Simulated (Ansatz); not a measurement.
`ClCCI` + `N=C[SiH3]` → `N=C([SiH3])CI` + `CCl`  (formal exchange of groups at a C–C bond)

Gas-phase electronic energies from Ansatz, PBE0-D4/def2-TZVP geometries. CBS: MP2 limit from def2 TZ/QZ plus the TZ coupled-cluster correction, frozen cores. This one scheme is used for every species. Functionals use def2-TZVPP. Elements past krypton have def2 core potentials. For I outer-core shells are correlated without core-valence functions, which leaves a few kJ/mol of doubt a bond. One conformer a species, not always the lowest.

`ClCCI`:

Z-matrix (Å, degrees):
```
C
C 1 1.502
Cl 1 1.788 2 109.1
H 1 1.088 2 111.9 3 118.4
H 1 1.088 2 111.9 3 -118.4
I 2 2.143 1 109.5 3 -180.0
H 2 1.087 1 112.2 3 -62.3
H 2 1.087 1 112.2 3 62.3
```

`N=C[SiH3]`:

Cartesian coordinates in Å:
```
N -1.218 -0.729 -0.958
C -0.352 -0.706 -0.030
Si 0.650 0.866 0.275
H -1.685 -1.638 -1.013
H -0.160 -1.580 0.612
H 2.097 0.553 0.126
H 0.425 1.318 1.675
H 0.241 1.916 -0.686
```

`N=C([SiH3])CI`:

```xyz
11

N     0.502    1.503    0.831
C     0.198    0.384    0.313
Si   -1.579    0.232   -0.356
C     1.146   -0.768    0.211
I     1.516   -1.213   -1.859
H     1.478    1.527    1.144
H    -1.946   -1.205   -0.466
H    -1.669    0.865   -1.694
H    -2.486    0.916    0.595
H     2.115   -0.555    0.663
H     0.726   -1.687    0.618
```

`CCl`:

```xyz
5

C    -0.046    0.118   -0.073
Cl    0.515   -1.311    0.814
H    -0.334   -0.187   -1.077
H     0.765    0.841   -0.116
H    -0.900    0.540    0.452
```

| level | ΔE (kJ/mol) | difference from CCSD(T)/CBS |
| --- | --- | --- |
| PBE0-D4 | -14.5 | -3.1 |
| ωB97X-V | -11.4 | 0.0 |
| PBE | -11.3 | 0.1 |
| r2SCAN | -13.2 | -1.8 |
| PBE0 | -10.3 | 1.1 |
| HF/def2-QZVPP | -2.1 | 9.3 |
| MP2/def2-QZVPP | -14.3 | -2.9 |
| SCS-MP2/def2-QZVPP | -11.3 | 0.1 |
| MP2/CBS(def2) | -14.2 | -2.8 |
| CCSD/CBS(def2) | -9.2 | 2.2 |
| CCSD(T)/CBS | -11.4 | 0 |

Largest T1 diagnostic among the species: 0.012.

The D4 term adds −7.3 kJ/mol with B3LYP and −4.1 kJ/mol with PBE0; it sums over pairs of atoms, weighted by their polarisabilities, and B3LYP, whose exchange is more repulsive, gets the larger term. In def2-TZVPP, CCSD(T) changes the Hartree–Fock value by −9.7 kJ/mol (the triples alone add −2.2 kJ/mol) and MP2 by −12.4 kJ/mol.

B3LYP here is the variant with VWN-RPA as its local correlation; programs differ in this.
